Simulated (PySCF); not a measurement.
PySCF job for AgCl, SMILES [Ag][Cl], multiplicity 1, B3LYP-D3(BJ)/def2-TZVPD. Geometry optimised at B3LYP-D3(BJ)/def2-TZVPD. The multiplicity is an assumed one; other spin states were not compared. The def2 effective core potentials stand for the cores of Ag; spin–orbit coupling is left out.

```python
import numpy as np
from pyscf import gto, scf, dft, df
from pyscf.hessian import thermo

mol = gto.M(
    atom='''
    Ag    0.00000000    0.00000000   -0.61388066
    Cl    0.00000000    0.00000000    1.69719949
    ''',
    basis='def2-TZVPD',
    ecp={'Ag': 'def2-tzvp'},
    charge=0,
    spin=0,
    max_memory=1600,
    verbose=3,
)
mf = dft.RKS(mol, xc='b3lyp').density_fit(auxbasis='def2-universal-jkfit')
mf.disp = 'd3bj'
mf.grids.level = 3
mf.conv_tol = 1e-11
mf.max_cycle = 100
mf.kernel()

# [left out here: the lines that compute and print the analytic Hessian (its translational invariance restored by hand, since the grid's response is missing), thermochemistry and intensities]
```

Log of the run:

```
converged SCF energy = -607.30658723

WARN: DFTD3 does not support analytical Hessian, using finite difference


WARN: Mole.unit (angstrom) is changed to Bohr

Mode                                 0
Irrep
Freq [cm^-1]                      320.2919
Reduced mass [au]                  42.5091
Force const [Dyne/A]                2.5694
Char temp [K]                     460.8288
Normal mode                   x     y     z
       0  Ag                 0.00  0.00 -0.05
       1  Cl                 0.00  0.00  0.15
temperature 298.1500 [K]
pressure 101325.00 [Pa]
Rotational constants [GHz] inf 3.54633 3.54633
Symmetry number 1
Zero-point energy (ZPE) 0.00073 [Eh]   1915.771 [J/mol]
                           tot       elec      trans        rot        vib
Entropy [J/mol/K]       246.554      0.000    170.669     70.410      5.475
Cv [J/mol/K]             27.626      0.000     12.472      8.314      6.840
Cp [J/mol/K]             35.940      0.000     20.786      8.314      6.840
Internal energy [J/mol]                      3718.434   2478.956   2953.873
Internal energy [Eh]   -607.30310  -607.30659
Enthalpy [J/mol]                             6197.391   2478.956   2953.873
Enthalpy [Eh]          -607.30216
Gibbs free energy [J/mol]                  -44687.453 -18513.826   1321.433
Gibbs free energy [Eh] -607.33016
mode   freq/cm-1   IR/(km/mol)
   1      320.29        17.506
max |gradient| / (hartree/bohr): 2.2506298378460765e-06
APT charges: [ 0.5671 -0.5671]
```

Self-consistency was reached.
